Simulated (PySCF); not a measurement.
Atom-mapped SMILES (the numbers label the heavy atoms): `[CH2:1]=[C:2]1[O:3][CH:4]=[C:5]([SiH3:6])[C:7]1([F:8])[F:9]` (H(Xn): hydrogen on atom n). Ha(C1) is cis to O3; Hb(C1) is trans to O3.

Computational details: geometry: GFN2-xTB, σ from GIAO-PBE0/pcSseg-1, in PySCF 2.14 (relativity neglected, one averaged value for each set of equivalent atoms, a single conformation, no solvent).

References, each an isolated molecule treated in the same way: $^{13}$C vs TMS.

Question: Do the $^{13}$C shifts follow the atomic charges (in e)? Tabulate both.

Answer: 
```tsv
atoms	hybridisation	δ (ppm)	σ para (ppm)	Hirshfeld	IAO	Mulliken	ESP-fitted
C2	sp2	166.1	-239	+0.05	+0.16	+0.09	+0.24
C4	sp2	164.4	-229	+0.05	+0.09	+0.26	+0.12
C7	sp3	131.5	-187	+0.17	+0.54	+0.49	+0.57
C5	sp2	109.3	-184	-0.16	-0.40	-0.48	-0.42
C1	sp2	102.7	-169	-0.10	-0.33	-0.07	-0.58
```

Correlation coefficients of δ with charge over these carbons: Hirshfeld +0.63, IAO +0.58, Mulliken +0.54, ESP-fitted +0.68; with the paramagnetic shielding -0.97. Among the 4 sp2 carbons alone: Hirshfeld +0.95, IAO +0.98, Mulliken +0.77, ESP-fitted +0.99. With so few points, grouped by hybridisation, these coefficients are fragile. Charge is one influence among several: hybridisation and low-lying excitations act through the paramagnetic term.

Shifts are as computed. Against solution values, carbons near 30 ppm lie about +3 ppm off and those near 130 ppm about +5 ppm. Of 1211 compounds with measured shifts, 218 miss one by over three times the rms of a fit or turn the order of signals round; such compounds aren't used in these exercises.
